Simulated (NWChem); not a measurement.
**Correlation energy of ClLi**

SMILES: [Li][Cl]
```xyz
2

Li     0.0000     0.0000    -1.7006
Cl     0.0000     0.0000     0.3001
```
Charge 0, spin multiplicity 1.

All runs are NWChem calculations. Structure: optimised with B3LYP/def2-SVP, a minimum by its harmonic frequencies.

Basis set: cc-pVDZ. Each correlation energy counts from its own Hartree-Fock reference.

The correlated methods keep 5 core orbitals frozen. The structure started from a generated list of species. Coupled-cluster values serve here as a point of comparison, not as the truth.

| method | correlation energy (mHa) |
|---|---|
| SCS-MP2 | ___ |
| CCSDT | -158.1 |
| CCSD(T) | -157.9 |
| CR-CCSD[T] | -157.6 |
| CCSD+T(CCSD) | -157.9 |
| CR-CCSD(T) | -157.5 |
| CCSD | ___ |
| MP2 | -143.5 |

### Question
Complete the blanks.

### Answer

- SCS-MP2, correlation energy (mHa): -138.5
- CCSD, correlation energy (mHa): -155.5
